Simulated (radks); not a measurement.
Mn I, configuration [Ar] 3d7 (not the ground configuration).

Method: scalar-relativistic Kohn-Sham, SCAN, spin-polarised, spherical densities, finite nucleus; open shells are filled with parallel spins first; meta-GGA in the generalised Kohn-Sham scheme; Fermi nuclear charge, rms radius 3.7057 fm; computed with a radial shooting solver on a logarithmic mesh with Libxc functionals.

Energy parts (eV):
part                      energy
total                 -31528.125
kinetic                31876.209
electron-nucleus      -75389.180
Hartree                13416.527
exchange-correlation   -1431.681

Orbitals (lengths in bohr, moments of r in powers of bohr; <r^-3> diverges for s and p1/2; r(90%) holds 90 % of the orbital's charge):
orbital  occ.  eigenvalue (eV)  <r^-3>  r(90%)      <r>     <r^2>
1s down     1        -6447.198       -   0.109  0.06092  0.004992
1s up       1        -6447.182       -   0.109  0.06092  0.004992
2s up       1        -747.0565       -   0.433   0.2789   0.09194
2s down     1        -745.3033       -   0.432   0.2785   0.09161
2p up       3        -630.2901   418.8   0.405   0.2471   0.07511
2p down     3        -628.9839   420.1   0.404   0.2466   0.07476
3s up       1         -84.8640       -    1.28   0.8567    0.8478
3s down     1         -80.7852       -    1.29   0.8596    0.8538
3p up       3         -52.4113   49.90    1.41   0.9148    0.9891
3p down     3         -48.3762   49.10    1.43   0.9203     1.002
3d up       5          -3.6137   3.492    2.53    1.382     2.726
3d down     2          -0.4603   2.368    6.02    2.607     13.85

The highest occupied level is 3d down at -0.460 eV. Spin moment in Bohr magnetons: 3. Summed over all electrons, <r^2> = 49.64 bohr^2, which gives a Langevin (diamagnetic) susceptibility term of -39.3 x 10^-6 cm^3/mol. The spin density at the nucleus is -0.873 e/bohr^3 (1s 0.003, 2s -1.811, 3s 0.936). The density falls to 0.001 e/bohr^3 at r = 4.13 bohr.
